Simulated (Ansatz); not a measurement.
`C=C(F)/C(F)=C/F` + `C=N` → `C=NC(=C)F` + `F/C=C/F`  (substitution at a C–C bond)

Program: Ansatz. Geometries: PBE0-D4/def2-TZVP. ΔE: electronic, gas phase. CBS: MP2 limit from def2 TZ/QZ plus the TZ coupled-cluster correction, frozen cores. This one scheme is used for every species. Double bonds are as drawn, so ΔE can hold a change between cis and trans. DFT in def2-TZVPP. B3LYP here is the variant with VWN-RPA as its local correlation; programs differ in this. Each species was taken in one conformer, which may not be the lowest.

`C=C(F)/C(F)=C/F`:

Z-matrix (Å, degrees):
```
C
C 1 1.323
H 1 1.081 2 120.5
H 1 1.080 2 119.7 3 180.0
F 2 1.341 1 121.1 3 0.0
C 2 1.451 1 126.3 3 -180.0
F 6 1.331 2 115.0 1 0.0
C 6 1.330 2 124.3 1 180.0
F 8 1.325 6 121.4 2 -180.0
H 8 1.080 6 123.2 2 0.0
```

`C=N`:

Cartesian coordinates in Å:
```
C 0.015 0.390 -0.004
N -0.541 -0.712 -0.262
H 0.983 0.501 0.499
H -0.488 1.314 -0.293
H 0.031 -1.494 0.060
```

`C=NC(=C)F`:

```xyz
9

C    -1.178    0.141   -1.324
N    -0.321    0.620   -0.522
C     0.303   -0.201    0.386
C     1.209    0.225    1.256
F    -0.044   -1.504    0.370
H    -1.653    0.817   -2.031
H    -1.466   -0.912   -1.346
H     1.476    1.271    1.256
H     1.675   -0.456    1.954
```

`F/C=C/F`:

```xyz
6

F     0.229    0.314   -1.719
C     0.118    0.508   -0.404
C    -0.118   -0.508    0.404
F    -0.229   -0.313    1.719
H     0.235    1.537   -0.087
H    -0.235   -1.537    0.087
```

| level | ΔE (kJ/mol) | difference from CCSD(T)/CBS |
| --- | --- | --- |
| PBE0-D4 | 8.2 | -2.6 |
| B3LYP-D4 | 6.9 | -3.9 |
| r2SCANh-D4 | 9.5 | -1.3 |
| BLYP | 3.1 | -7.7 |
| PBE0 | 7.1 | -3.7 |
| B3LYP | 5.0 | -5.8 |
| MP2/def2-SVP | 7.2 | -3.6 |
| SCS-MP2/def2-TZVPP | 11.5 | 0.7 |
| CCSD/def2-TZVPP | 11.6 | 0.8 |
| HF/def2-QZVPP | 7.7 | -3.1 |
| CCSD(T)/CBS | 10.8 | 0 |

Largest T1 diagnostic among the species: 0.013.

In def2-TZVPP, CCSD(T) changes the Hartree–Fock value by +4.1 kJ/mol (the triples alone add −0.5 kJ/mol) and MP2 by +4.8 kJ/mol. Leaving LDA and LC-ωPBE aside and taking each functional with its dispersion term where it has one, the values, not all of them listed here, spread over 7.2 kJ/mol, from BLYP-D4 to B97M-V.

CCSD(T)/CBS has its own doubt, a few kJ/mol and more with outer-core shells, so smaller differences from it don't rank the levels.
